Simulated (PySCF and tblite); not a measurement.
Values are calculated unless marked as measured or tabulated.
4 diastereomers of C₈H₁₃F, numbered alike:

```
isomer                                                                 SMILES  descriptors (one enantiomer)
     A   [CH3:1][C@H:2]1[CH2:3][C@@H:4]2[CH2:5][C@@H:6]2[CH2:7][C@@H:8]1[F:9]                2S, 4S, 6R, 8S
     B  [CH3:1][C@@H:2]1[CH2:3][C@@H:4]2[CH2:5][C@@H:6]2[CH2:7][C@@H:8]1[F:9]                2R, 4S, 6R, 8S
     C    [CH3:1][C@H:2]1[CH2:3][C@@H:4]2[CH2:5][C@H:6]2[CH2:7][C@@H:8]1[F:9]                2S, 4S, 6S, 8S
     D   [CH3:1][C@@H:2]1[CH2:3][C@@H:4]2[CH2:5][C@H:6]2[CH2:7][C@@H:8]1[F:9]                2R, 4S, 6S, 8S
```

Protocol: conformer search, at most 2 conformers an isomer, GFN2-xTB geometries, energies PBE0/pcSseg-1 (D3(BJ) added where defined), weights at 298.15 K with GFN2-xTB thermal terms. Programs: PySCF with density fitting and tblite.

Equilibrium rotational constants and dipole components of each isomer's leading conformer, in random order:

| set | A (MHz) | B (MHz) | C (MHz) | abs μa | abs μb | abs μc (D) |
| --- | --- | --- | --- | --- | --- | --- |
| P | 2537 | 1497 | 1237 | 0.04 | 0.53 | 1.68 |
| Q | 2561 | 1429 | 1119 | 1.46 | 0.56 | 0.34 |
| R | 2583 | 1425 | 1000 | 1.31 | 0.92 | 0.35 |
| S | 2515 | 1446 | 1031 | 1.55 | 0.92 | 0.50 |

(1) Match sets and isomers.

The whole study took 4.6 min on 1 thread of Arm Neoverse V2 (shared host) (rough), peak memory 1.1 GiB, launched as `OMP_NUM_THREADS=1 python ens_run.py task.json out`.

## Answers

(1) P is B (C1), Q is D (C1), R is C (C1), S is A (C1).
